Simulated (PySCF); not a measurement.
Compound: C₆H₆F₂S.
SMILES with atom numbers: `[F:1][CH:2]([F:3])[C@@H:4]1[CH:5]=[CH:6][C:7](=[S:8])[CH2:9]1`

NICS is the negative of the GIAO shielding at a point without a nucleus: at the ring centre (0) and 1 Å above and below it (1); zz is the component along the ring normal. Level: GIAO PBE0/pcSseg-1 (PySCF, non-relativistic, gas phase) on the GFN2-xTB geometry, one conformer.

Ring bond lengths (Å), with Mayer bond orders in brackets: C4–C5 1.500 (1.01), C5–C6 1.338 (1.69), C6–C7 1.439 (1.06), C7–C9 1.504 (0.96), C9–C4 1.537 (0.98).

**Question.** Give the NICS values of each ring in ppm.

**Answer.** 
| ring | type | NICS(0) | NICS(1), two faces | NICS(1)zz, two faces | rms pucker (Å) | centre to ring atoms, mean (Å) |
| --- | --- | --- | --- | --- | --- | --- |
| C4–C5–C6–C7–C9 | 5-membered carbocycle; formal bonds 1 double, 4 single | 4.3 | -2.8 / -3.0 | -3.8 / -3.0 | 0.01 | 1.24 |

**Question.** What do they say, and how far can they be read as aromaticity?

**Answer.** 
- C4–C5–C6–C7–C9: mean NICS(1)zz -3.4 ppm, shielded. C4, C9 have four or more neighbours, and the NICS criterion for π rings isn't applied. NICS(0) lies 7 ppm above the mean NICS(1).

**Question.** At the second NICS(1) probe listed for ring C4–C5–C6–C7–C9, 1 Å off the ring, what do the in-plane components average?

**Answer.** The isotropic value is a third of the trace: (3 × -3.0 − (-3.0))/2 = -3.0 ppm.

Shape of the structure used: `[F:1][CH:2]([F:3])[C@@H:4]1[CH:5]=[CH:6][C:7](=[S:8])[CH2:9]1`: F1–C2–C4–C5 -63°.
